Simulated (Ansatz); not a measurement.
The same path of C4H13NSi (19 atoms, charge 0, multiplicity 1) was run twice with different band settings. The coordinate that changes most is the dihedral Si2–C3–C4–H14.

Level of theory: RKS BLYP/STO-3G (Ansatz).

Relaxed end points:

```xyz
19
Properties=species:S:1:pos:R:3
C -1.807 -2.169 -0.206
Si -0.080 -1.555 0.261
C 0.178 0.276 -0.233
C -0.822 1.233 0.520
C 1.692 0.712 0.005
N 2.109 2.110 -0.501
H -1.928 -3.238 0.049
H -2.597 -1.609 0.326
H -1.994 -2.062 -1.290
H 0.920 -2.370 -0.416
H 0.114 -1.695 1.698
H -0.023 0.371 -1.325
H -0.671 1.184 1.618
H -1.874 0.956 0.304
H -0.685 2.289 0.205
H 1.924 0.683 1.095
H 2.364 -0.017 -0.505
H 1.397 2.770 -0.032
H 1.743 2.124 -1.516
```

```xyz
19
Properties=species:S:1:pos:R:3
C -1.826 -2.144 -0.302
Si -0.113 -1.554 0.242
C 0.181 0.280 -0.217
C -0.811 1.239 0.545
C 1.700 0.687 0.044
N 2.145 2.086 -0.434
H -1.972 -3.210 -0.050
H -2.632 -1.572 0.194
H -1.963 -2.037 -1.394
H 0.905 -2.370 -0.407
H 0.023 -1.715 1.683
H -0.006 0.399 -1.309
H -0.659 2.298 0.246
H -0.665 1.172 1.643
H -1.865 0.978 0.321
H 1.919 0.636 1.136
H 2.366 -0.045 -0.470
H 1.439 2.749 0.038
H 1.792 2.121 -1.453
```

Common settings: spring 5.0 eV/Å²; optimiser quadratic models (default); start path through a guess of the saddle point; force threshold 0.05 eV/Å; iteration limit 60; end points relaxed.

| run | movable images | climbing image |
| --- | --- | --- |
| 1 | 5 | yes |
| 2 | 1 | no |

Q: What does each run give, and how far can it be trusted?

A: Run 1: converged after 5 iterations, highest image 0.115 eV above the first end. A vibrational analysis at the climbing image gives one clearly imaginary mode, 211i cm⁻¹: a first-order saddle point.
Run 2: converged after 6 iterations, highest image 0.115 eV above the first end. No image climbed, so the highest image needn't sit at the top of the path. So few images can step over the top or miss a turn of the path.
Limits of this set-up: minimal basis.
